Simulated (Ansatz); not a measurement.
Geometry optimisation, RKS PBE0-D4/def2-SVP (Ansatz).

The input (input.yaml):

```yaml
crystal:
  periodic: [false, false, false]
  atoms:
    - { symbol: B, position_ang: [0.001225, 0.244197, -0.040831] }
    - { symbol: H, position_ang: [-0.006519, 0.380373, 1.148329] }
    - { symbol: Cl, position_ang: [1.500004, 0.381832, -0.922624] }
    - { symbol: F, position_ang: [-1.121988, 0.063697, -0.69024] }
    - { symbol: Cl, position_ang: [0.311689, -2.567612, 1.127653] }
    - { symbol: H, position_ang: [0.431889, -1.356187, 1.667414] }
basis:
  gaussian: { orbitals: def2-SVP }
hamiltonian:
  xc: pbe0
  dispersion: d4
relax:
  f_tol: 0.03
  max_steps: 50
```

Run as:

```bash
$ ansatz run input.yaml --threads 1 --pin off --max-ram 2048MiB --backend cpu --events-out ev --progress --plain --runs-dir out
```

Q: Where does it end, and by what steps?

A: It converged. The force dipped under the threshold on the way, but the program's further checks kept it going. After 41 steps the energy has fallen by 0.139 eV; H6 moved furthest, 1.12 Å.

| step | energy less start (eV) | largest force component (eV/Å) | accepted |
| --- | --- | --- | --- |
| 0 | 0.0000 | 1.214 | yes |
| 2 | -0.0486 | 0.670 | no |
| 4 | -0.0787 | 0.259 | yes |
| 6 | -0.0989 | 0.119 | yes |
| 8 | -0.1010 | 0.068 | yes |
| 10 | -0.1027 | 0.010 | yes |
| 12 | -0.1028 | 0.179 | no |
| 14 | -0.1047 | 0.040 | yes |
| 16 | -0.1056 | 0.215 | yes |
| 18 | -0.1113 | 0.115 | yes |
| 20 | -0.0953 | 0.986 | no |
| 22 | -0.1142 | 0.448 | no |
| 24 | -0.1101 | 0.392 | no |
| 26 | -0.1191 | 0.027 | yes |
| 28 | -0.1226 | 0.139 | yes |
| 30 | -0.1277 | 0.458 | yes |
| 32 | -0.1366 | 0.167 | yes |
| 34 | -0.1075 | 1.002 | no |
| 36 | -0.1388 | 0.034 | yes |
| 38 | -0.1390 | 0.017 | yes |
| 40 | -0.1392 | 0.051 | yes |
| 41 | -0.1393 | 0.008 | yes |

```xyz
6
Properties=species:S:1:pos:R:3
B -0.107 0.386 -0.066
H -0.439 0.981 0.922
Cl 1.598 0.166 -0.449
F -0.994 -0.044 -0.927
Cl -0.062 -2.264 1.642
H 1.120 -2.078 1.168
```

Whether the end is a true minimum wasn't checked by a vibrational analysis.

Time of the run: 120 s on 1 thread of Intel(R) Xeon(R) Platinum 8259CL CPU @ 2.50GHz (Skylake/Cascade Lake) (shared host), peak memory 0.16 GiB.
